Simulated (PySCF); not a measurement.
# Sc₂O, triplet: computed properties

Method: UPBE0 in PySCF with O def2-TZVP, Sc def2-TZVP; no relativity; density-fitted integrals.

The structure is a minimum.

```
Point group                                                                   : Cs
Bond lengths                                                                  : O–Sc 1.789 Å, O–Sc 1.920 Å, Sc–Sc 3.164 Å
Bond angles                                                                   : O–Sc–Sc 30.2°, O–Sc–Sc 32.7°, Sc–O–Sc 117.1°
Highest occupied level (α)                                                    : -4.03 eV
Dipole moment                                                                 : 1.20 D
Lowest empty level (β)                                                        : -1.88 eV
Rotational symmetry number                                                    : 1
Enthalpy at 298.15 K above 0 K                                                : 12.73 kJ/mol
Zero-point energy                                                             : 8.1 kJ/mol
Heat capacity Cp at 298.15 K                                                  : 49.6 J/(mol K)
Spin squared ⟨S²⟩                                                             : 2.242
Principal polarisabilities                                                    : 148.8, 180.6, 362.1 bohr³
Atomisation energy without zero-point energy                                  : 911 kJ/mol
Rotational constants                                                          : 1.33, 0.07486, 0.07087 cm⁻¹
Principal quadrupole moments (Buckingham, traceless) about the centre of mass : -4.76, -3.07, 7.83 D Å
Entropy at 298.15 K and 1 bar (electronic part: spin only)                    : 300.4 J/(mol K)
```

Harmonic modes (masses in u: O 15.995, Sc 44.956):
| symmetry | ω (cm⁻¹) | IR (km/mol) |
| --- | --- | --- |
| a' | 78 | 4.7 |
| a' | 549 | 14.6 |
| a' | 722 | 32.6 |

Charges (e):
```
atom  Mulliken  Löwdin  polar tensor  spin (Mulliken)  Mayer order to O1
  O1     -0.73   -0.20         -0.43            -0.01                  –
 Sc2      0.33    0.09          0.16             0.16               1.30
 Sc3      0.41    0.11          0.27             1.85               0.84
```
Other Mayer orders above 0.3: Sc–Sc 0.42.

Mulliken populations on O1: s 3.91, p 4.81, d 0.02, f 0.00.

Outer orbital energies (eV). α occupied: -24.34, -9.84, -9.30, -9.19, -4.85, -4.20, -4.03; empty: -1.60, -1.53, -1.34, -1.25. β occupied: -24.35, -9.81, -9.30, -9.20, -4.51; empty: -1.88, -1.51, -1.47, -0.95.

The determinant is spin-contaminated (⟨S²⟩ = 2.24, pure value 2.00). Other isomers or separated fragments may lie lower. Other spin states or occupations of the open shell can lie lower.

The final relaxation and frequency run took of the order of 10 core-minutes on a shared host.
